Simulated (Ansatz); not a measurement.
`[SH][SnH]([Cl])[Cl]` and `C[O][SnH]([Cl])[Cl]` differ in one atom or group.

Ansatz, PBE0-D4/def2-TZVP geometries, multiplicity 1. Each molecule was computed in one conformer, which needn't be the lowest.

Elements past krypton have def2 core potentials.

| property | `[SH][SnH]([Cl])[Cl]` |
| --- | --- |
| HOMO energy (PBE0/def2-TZVPP) / eV | -8.12 |
| zero-point energy (PBE0-D4/def2-TZVP) / kJ/mol | 48.1 |
| size of the dipole moment (B3LYP/def2-TZVPP) / D | 2.35 |
| LUMO energy (ωB97M-V/def2-TZVPP) / eV | 0.05 |
| ideal-gas entropy at 298 K and 1 bar (rigid rotor, harmonic PBE0-D4/def2-TZVP) / J/(mol·K) | 378 |
| LUMO energy (PBE0/def2-TZVPP) / eV | -1.95 |

**Question.** Give the same properties after the change, and the shifts. (An estimate is asked.)

**Answer.** Ansatz gave: 
```csv
property,`C[O][SnH]([Cl])[Cl]`,shift
HOMO energy (PBE0/def2-TZVPP) / eV,-8.39,-0.27
zero-point energy (PBE0-D4/def2-TZVP) / kJ/mol,134.0,85.9
size of the dipole moment (B3LYP/def2-TZVPP) / D,1.18,-1.17
LUMO energy (ωB97M-V/def2-TZVPP) / eV,0.28,0.23
"ideal-gas entropy at 298 K and 1 bar (rigid rotor, harmonic PBE0-D4/def2-TZVP) / J/(mol·K)",393,15
LUMO energy (PBE0/def2-TZVPP) / eV,-1.75,0.20
```

With PBE0 the HOMO falls by 0.27 eV and the LUMO rises by 0.20 eV, so the gap widens by about 0.47 eV. PBE moves the HOMO by 0.04 eV and ωB97M-V by -0.48 eV. The zero-point energy changes by 85.9 kJ/mol with +9 modes. Dipoles are sizes alone; their direction can turn. Modes under 60 cm⁻¹, often nearly free rotors, make the harmonic entropy too high.

B3LYP here is the variant with VWN-RPA as its local correlation; programs differ in this.
